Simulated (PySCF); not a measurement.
## C4H12Cl2Si2: full NMR table

```
Formula                               : C4H12Cl2Si2
SMILES                                : C[Si](C)(Cl)[Si](C)(C)Cl
Point group of the computed structure : C2h
Degrees of unsaturation               : 0
Carbon signals                        : 1
Proton signals                        : 1
```

Structure with atom numbers: `[CH3:1][Si:2]([CH3:3])([Cl:4])[Si:5]([CH3:6])([CH3:7])[Cl:8]`. Hydrogens are named by the atom that carries them.

Theory: GFN2-xTB structure, NMR shieldings at PBE0/pcSseg-1/GIAO, in PySCF (relativity neglected, averaged over atoms made equivalent by symmetry, fast rotation or ring inversion, a single conformation, no solvent).

Chemical shifts δ = σref − σ; $^{1}$H and $^{13}$C and $^{29}$Si against TMS, all at this level.

| carbon | δC, type | δH (multiplicity) | HMBC from (2–3 bonds) | span of the C tensor (ppm) |
| --- | --- | --- | --- | --- |
| C1/C3/C6/C7 | 3.7, CH3 | 0.47 (s) | H(C1)/H(C3)/H(C6)/H(C7) | 20 |

Other nuclei:
```json
{"atoms": "Si2/Si5", "nucleus": "$^{29}$Si", "environment": "silicon bonded to 2 C, Cl, Si", "δ (ppm)": "17.4", "σ (ppm)": "331.7"}
```

- Carbon types of the structure: 4 × CH3, which accounts for all hydrogens.
- δC 3.7: methyl carbon bonded to Si; an electropositive neighbour leaves it electron-rich and shielded.
- δH 0.47: hydrogen on a methyl carbon bonded to Si; an electropositive neighbour shields it, as in TMS itself.

Shifts are as computed. Against solution values, carbons near 30 ppm lie about +3 ppm off and those near 130 ppm about +5 ppm. Of 1211 compounds with measured shifts, 218 miss one by over three times the rms of a fit or turn the order of signals round; such compounds aren't used in these exercises.
